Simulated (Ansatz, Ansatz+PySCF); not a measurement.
```
atom    x (Å)    y (Å)    z (Å)
   B  -0.0071   0.0024  -1.3298
   C   0.0071  -0.0066   0.1804
   O  -0.0086   0.0029   1.3103
   H   0.0052  -1.1747  -1.6380
   H  -1.0258   0.5959  -1.6516
   H   1.0270   0.5844  -1.6504
```

Basis set: def2-SVP (spherical functions). Left uncorrelated: 3 orbitals. Charge 0, multiplicity 1.

Computed with Ansatz (development build ahead of 0.2.0); each method stands on the lowest determinant of its kind that the runs found. Restricted open shells among the atoms or ions are ROHF, correlated in semicanonical orbitals with singles.

Question: Give the atomization energy at this shape (free ground-state atoms in the same class of orbitals less the molecule, no zero-point energy) of singlet CH3BO by RHF-CCSD(T), RHF-MP2, RHF, UHF.

Answer:

```json
{"method": "RHF-CCSD(T)", "atomization energy": "23.56 eV"}
{"method": "RHF-MP2", "atomization energy": "24.12 eV"}
{"method": "RHF", "atomization energy": "18.40 eV"}
{"method": "UHF", "atomization energy": "18.07 eV"}
```
